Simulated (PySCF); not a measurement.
Species: C7H4F2.
Atom-mapped SMILES: `[F:1][c:2]1[cH:3][c:4]([F:5])[c:6]2[c:7]([cH:8]1)[CH2:9]2` (hydrogens: H10 on C3; H11 on C8; H12, H13 on C9)

The same species was optimised twice, with GFN2-xTB and with PBE0-D3(BJ)/def2-SVP (PySCF), and the same property calculations (PySCF, gas phase) were run on both structures.

```
  coordinate  GFN2-xTB  PBE0-D3(BJ)/def2-SVP  change
   C6–C7 (Å)     1.383                 1.355  -0.028
   C7–C8 (Å)     1.355                 1.375  +0.020
   C4–C6 (Å)     1.352                 1.371  +0.019
   C4–F5 (Å)     1.345                 1.327  -0.018
   F1–C2 (Å)     1.347                 1.331  -0.016
   C2–C3 (Å)     1.380                 1.396  +0.016
   C2–C8 (Å)     1.411                 1.407  -0.004
   C6–C9 (Å)     1.491                 1.494  +0.003
   C3–C4 (Å)     1.408                 1.405  -0.003
   C7–C9 (Å)     1.485                 1.487  +0.002
C8–C7–C9 (°)     172.0                 170.0    -2.0
C6–C9–C7 (°)      55.4                  54.1    -1.3
C6–C7–C8 (°)     125.5                 126.7    +1.2
C4–C6–C7 (°)     122.3                 121.3    -1.0
F1–C2–C8 (°)     117.6                 118.4    +0.8
C6–C7–C9 (°)      62.5                  63.2    +0.7
C3–C2–C8 (°)     124.5                 123.8    -0.7
C3–C4–C6 (°)     115.5                 116.2    +0.7
```

Rotational constants: A = 2475, B = 1590, C = 974.3 MHz (GFN2-xTB) against A = 2473, B = 1590, C = 974.0 MHz (PBE0-D3(BJ)/def2-SVP).

On the GFN2-xTB structure: lowest singlet, TDDFT (eV) 5.34 [CAM-B3LYP/def2-SVPD]; isotropic polarisability (au) 76.4 [CAM-B3LYP/def2-SVPD]; HOMO (eV) -8.45 [CAM-B3LYP/def2-SVPD]; LUMO (eV) 0.33 [CAM-B3LYP/def2-SVPD]; dipole (D) 1.98 [CAM-B3LYP/def2-SVPD]; HOMO (eV) -7.22 [PBE0/pcSseg-1]; LUMO (eV) -0.70 [PBE0/pcSseg-1]; dipole (D) 1.78 [PBE0/pcSseg-1]; GIAO shielding of F1 (ppm) 277.2 [PBE0/pcSseg-1]; GIAO shielding of C2 (ppm) 11.8 [PBE0/pcSseg-1]; GIAO shielding of C3 (ppm) 76.0 [PBE0/pcSseg-1]; GIAO shielding of C4 (ppm) 26.3 [PBE0/pcSseg-1]; GIAO shielding of F5 (ppm) 286.1 [PBE0/pcSseg-1]; GIAO shielding of C6 (ppm) 80.1 [PBE0/pcSseg-1]; GIAO shielding of C7 (ppm) 45.9 [PBE0/pcSseg-1]; GIAO shielding of C8 (ppm) 81.0 [PBE0/pcSseg-1].

What do these properties become on the PBE0-D3(BJ)/def2-SVP structure?

| property | level | on GFN2-xTB | on PBE0-D3(BJ)/def2-SVP | change |
| --- | --- | --- | --- | --- |
| lowest singlet, TDDFT (eV) | CAM-B3LYP/def2-SVPD | 5.34 | 5.30 | -0.04 |
| isotropic polarisability (au) | CAM-B3LYP/def2-SVPD | 76.4 | 77.2 | +0.8 |
| HOMO (eV) | CAM-B3LYP/def2-SVPD | -8.45 | -8.44 | +0.01 |
| LUMO (eV) | CAM-B3LYP/def2-SVPD | 0.33 | 0.32 | -0.01 |
| dipole (D) | CAM-B3LYP/def2-SVPD | 1.98 | 1.77 | -0.21 |
| energy, GFN2-xTB geometry as zero (kcal/mol) | CAM-B3LYP/def2-SVPD | 0.0 | -1.0 | -1.0 |
| HOMO (eV) | PBE0/pcSseg-1 | -7.22 | -7.22 | 0.00 |
| LUMO (eV) | PBE0/pcSseg-1 | -0.70 | -0.70 | 0.00 |
| dipole (D) | PBE0/pcSseg-1 | 1.78 | 1.59 | -0.19 |
| energy, GFN2-xTB geometry as zero (kcal/mol) | PBE0/pcSseg-1 | 0.0 | -0.8 | -0.8 |
| GIAO shielding of F1 (ppm) | PBE0/pcSseg-1 | 277.2 | 278.4 | +1.2 |
| GIAO shielding of C2 (ppm) | PBE0/pcSseg-1 | 11.8 | 11.3 | -0.5 |
| GIAO shielding of C3 (ppm) | PBE0/pcSseg-1 | 76.0 | 75.0 | -1.0 |
| GIAO shielding of C4 (ppm) | PBE0/pcSseg-1 | 26.3 | 25.4 | -0.9 |
| GIAO shielding of F5 (ppm) | PBE0/pcSseg-1 | 286.1 | 286.0 | -0.1 |
| GIAO shielding of C6 (ppm) | PBE0/pcSseg-1 | 80.1 | 79.8 | -0.3 |
| GIAO shielding of C7 (ppm) | PBE0/pcSseg-1 | 45.9 | 45.5 | -0.4 |
| GIAO shielding of C8 (ppm) | PBE0/pcSseg-1 | 81.0 | 80.4 | -0.6 |

The heavy atoms differ by 0.018 Å rms after alignment. Among bonds between heavy atoms C6–C7 changes most (-0.028 Å). Changes are differences of the printed values. Neither structure is proved a minimum here.
